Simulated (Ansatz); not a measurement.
Species: SiH$_{3}$, charge -1, multiplicity 1. 
Geometry from a B3LYP-D3(BJ)/def2-TZVP (Ansatz, a quantum-chemistry and plane-wave program) optimisation:
```
Si
H 1 1.5441
H 1 1.5441 2 94.12
H 1 1.5441 2 94.12 3 -94.44
```
Charge -1, spin multiplicity 1.

Basis-set convergence of Hartree-Fock and MP2 correlation energies (hartree) with Ansatz. Valence correlation only, unless marked. No spin-orbit coupling. No relativistic terms. This anion needs diffuse functions, which these sets lack.

| basis | functions | E(HF) | E(corr, MP2) |
|---|---|---|---|
| cc-pV(D+d)Z | 38 | -290.62868 | -0.12018 |
| cc-pV(T+d)Z | 81 | -290.64303 | -0.15097 |
| cc-pV(Q+d)Z | 154 | -290.64962 | -0.16203 |
| cc-pV(5+d)Z | 265 | ___ | ___ |

Problem. Some entries are withheld; supply them.

Solution. 
- cc-pV(5+d)Z, E(HF): -290.65085
- cc-pV(5+d)Z, E(corr, MP2): -0.16636
